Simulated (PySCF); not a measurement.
C3H8GeO, SMILES C(/[O][GeH3])=C\C.

Geometry: PBE-D3(BJ)/def2-SVP. The structure was generated by enumeration; whether it is a known compound was not checked. One conformer was computed; it need not be the lowest.

Method: PBE-D3(BJ)/def2-SVP in PySCF 2.14.0.

Frequencies are harmonic and unscaled.

Question: Give all harmonic wavenumbers and intensities. (Estimate from the structure and the level; the computed values follow.)

Answer: 
| mode | ν (cm⁻¹) | IR (km/mol) | moving atoms (share of kinetic energy) |
|---|---|---|---|
| 1 | 47 | 0.9 | H 40 %, C 33 %, O 22 % |
| 2 | 81 | 1.1 | H 85 % |
| 3 | 122 | 0.6 | C 38 %, O 25 %, H 24 %, Ge 13 % |
| 4 | 203 | 1.2 | H 75 %, C 22 % |
| 5 | 278 | 0.6 | C 48 %, H 35 %, O 15 % |
| 6 | 303 | 8.2 | C 57 %, H 24 %, Ge 14 % |
| 7 | 404 | 3.5 | C 42 %, O 24 %, H 22 %, Ge 12 % |
| 8 | 596 | 30.6 | H 89 % |
| 9 | 624 | 43.3 | H 86 % |
| 10 | 720 | 88.7 | O 63 %, C 17 %, H 10 %, Ge 9 % |
| 11 | 786 | 10.0 | H 56 %, C 40 % |
| 12 | 816 | 150.7 | H 96 % |
| 13 | 831 | 95.6 | H 97 % |
| 14 | 848 | 56.5 | H 98 % |
| 15 | 907 | 7.4 | H 68 %, C 28 % |
| 16 | 912 | 32.5 | H 90 %, C 10 % |
| 17 | 1006 | 0.2 | H 66 %, C 34 % |
| 18 | 1104 | 1.2 | C 60 %, H 38 % |
| 19 | 1183 | 309.7 | C 45 %, O 38 %, H 17 % |
| 20 | 1231 | 56.3 | H 67 %, C 28 % |
| 21 | 1304 | 8.0 | H 83 %, C 16 % |
| 22 | 1350 | 1.3 | H 73 %, C 27 % |
| 23 | 1398 | 6.0 | H 96 % |
| 24 | 1416 | 7.3 | H 95 % |
| 25 | 1699 | 127.4 | C 90 %, H 9 % |
| 26 | 2070 | 68.9 | H 99 % |
| 27 | 2079 | 129.8 | H 98 % |
| 28 | 2134 | 90.6 | H 99 % |
| 29 | 2946 | 49.1 | H 97 % |
| 30 | 3002 | 31.8 | H 92 %, C 8 % |
| 31 | 3008 | 18.7 | H 91 %, C 9 % |
| 32 | 3048 | 16.5 | H 91 %, C 9 % |
| 33 | 3095 | 12.7 | H 92 %, C 8 % |
